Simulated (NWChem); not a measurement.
# AlNH$_{4}$; SMILES [NH2][AlH2]

```xyz
6

Al     0.0000     0.0000     0.6739
H     -0.5771    -1.2809     1.4109
H      0.5771     1.2809     1.4109
N      0.0000     0.0000    -1.1071
H      0.3416     0.7581    -1.6855
H     -0.3416    -0.7581    -1.6855
```
Atoms are numbered in this order, from 1.

Level: B3LYP/6-31G* (spherical d) (NWChem), optimised geometry, unscaled harmonic frequencies. 

Problem. List the harmonic frequencies with IR intensities, and the thermochemistry.

Solution. 
```csv
frequency (cm⁻¹),IR intensity (km/mol)
425,15.3
442,291.6
514,0.0
604,119.6
749,82.0
755,147.0
828,165.7
1612,41.3
1946,80.4
1955,280.2
3567,18.2
3658,17.7
```

```yaml
zero_point_energy: 24.4 kcal/mol
thermal correction to the enthalpy at 298.15 K (with zero-point energy): 27.5 kcal/mol
heat capacity Cv: 13.1 cal/(mol K)
entropy at 298.15 K and 1 atm (symmetry number 2): 60.1 cal/(mol K)
dipole_moment: 1.46 D
```

Rigid rotor and harmonic oscillator.
